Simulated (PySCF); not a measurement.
C₂H₈BNO₂ (SMILES COB(N)OC), singlet, at a GFN2-xTB geometry; DF-R2SCAN/def2-TZVPP run with PySCF.

Here is a job for PySCF.
```python
from pyscf import gto, scf, dft

mol = gto.M(
    atom='''
B     0.115601    0.191823    0.375717
O     0.298775    1.403006   -0.233195
C     0.083867    1.550205   -1.616699
H     0.259726    2.598828   -1.859846
H     0.770546    0.919283   -2.187092
H    -0.939206    1.275035   -1.885150
O    -0.285266   -0.878183   -0.387152
C    -0.498237   -2.154365    0.153959
H    -1.284204   -2.136929    0.916181
H    -0.809459   -2.805437   -0.664454
H     0.417857   -2.554332    0.600971
N     0.354680    0.131448    1.763190
H     0.645779    0.943179    2.273128
H     0.256331   -0.692502    2.324562
''',
    basis='def2-tzvpp',
    charge=0,
    spin=0,
    verbose=4,
    max_memory=1800,
)

mf = dft.RKS(mol)
mf.xc = 'r2scan'
mf = mf.density_fit(auxbasis='def2-universal-jkfit')
mf.kernel()
```

The log (banner, timings and long lists left out):

```
PySCF version 2.14.0

[INPUT] verbose = 4
[INPUT] num. atoms = 14
[INPUT] num. electrons = 48
[INPUT] charge = 0
[INPUT] spin (= nelec alpha-beta = 2S) = 0
[INPUT] symmetry False subgroup None
[INPUT] Mole.unit = angstrom
[INPUT] Symbol           X                Y                Z      unit          X                Y                Z       unit  Magmom
[...]
nuclear repulsion = 243.290734591337
number of shells = 114
number of NR pGTOs = 404
number of NR cGTOs = 298
basis = def2-tzvpp
ecp = {}

******** <class 'pyscf.df.df_jk.DFRKS'> ********
method = DFRKS
initial guess = minao
damping factor = 0
level_shift factor = 0
DIIS = <class 'pyscf.scf.diis.CDIIS'>
diis_start_cycle = 1
diis_space = 8
diis_damp = 0
SCF conv_tol = 1e-09
SCF conv_tol_grad = None
SCF max_cycles = 50
direct_scf = False
XC library pyscf.dft.libxc version 7.1.2
    S. Lehtola, C. Steigemann, M. J. T. Oliveira, and M. A. L. Marques,  SoftwareX 7, 1–5 (2018)
XC functionals = r2scan
    J. W. Furness, A. D. Kaplan, J. Ning, J. P. Perdew, and J. Sun,  J. Phys. Chem. Lett. 11, 8208–8215 (2020)
    J. W. Furness, A. D. Kaplan, J. Ning, J. P. Perdew, and J. Sun,  J. Phys. Chem. Lett. 11, 9248–9248 (2020)
    J. W. Furness, A. D. Kaplan, J. Ning, J. P. Perdew, and J. Sun,  J. Phys. Chem. Lett. 11, 8208–8215 (2020)
    J. W. Furness, A. D. Kaplan, J. Ning, J. P. Perdew, and J. Sun,  J. Phys. Chem. Lett. 11, 9248–9248 (2020)
radial grids:
    Treutler-Ahlrichs [JCP 102, 346 (1995); DOI:10.1063/1.469408] (M4) radial grids

becke partition: Becke, JCP 88, 2547 (1988); DOI:10.1063/1.454033
pruning grids: <function nwchem_prune>
grids dens level: 3
symmetrized grids: False
atomic radii adjust function: <function treutler_atomic_radii_adjust>
small_rho_cutoff = 0
Set gradient conv threshold to 3.16228e-05
Initial guess from minao.
tot grids = 162816
init E= -311.602616981152
[...]
cycle= 1 E= -310.993543320297  delta_E= 0.609  |g|= 0.949  |ddm|= 2.65
[...]
cycle= 2 E= -310.669894677924  delta_E= 0.324  |g|= 1.61  |ddm|= 1.89
[...]
cycle= 3 E= -311.156174488969  delta_E= -0.486  |g|= 0.159  |ddm|= 1.41
[...]
cycle= 4 E= -311.15997584414  delta_E= -0.0038  |g|= 0.0786  |ddm|= 0.114
[...]
cycle= 5 E= -311.161163965317  delta_E= -0.00119  |g|= 0.0159  |ddm|= 0.0465
[...]
cycle= 6 E= -311.16121380768  delta_E= -4.98e-05  |g|= 0.00534  |ddm|= 0.0118
[...]
cycle= 7 E= -311.161220512111  delta_E= -6.7e-06  |g|= 0.000792  |ddm|= 0.00368
[...]
cycle= 8 E= -311.16122059551  delta_E= -8.34e-08  |g|= 0.000486  |ddm|= 0.000944
[...]
cycle= 9 E= -311.161220640186  delta_E= -4.47e-08  |g|= 0.000137  |ddm|= 0.000346
[...]
cycle= 10 E= -311.16122064336  delta_E= -3.17e-09  |g|= 3.4e-05  |ddm|= 9.77e-05
[...]
cycle= 11 E= -311.161220643584  delta_E= -2.24e-10  |g|= 6.23e-06  |ddm|= 2.8e-05
[...]
Extra cycle  E= -311.161220643583  delta_E= 1.02e-12  |g|= 6.81e-06  |ddm|= 1.09e-05
converged SCF energy = -311.161220643583
```
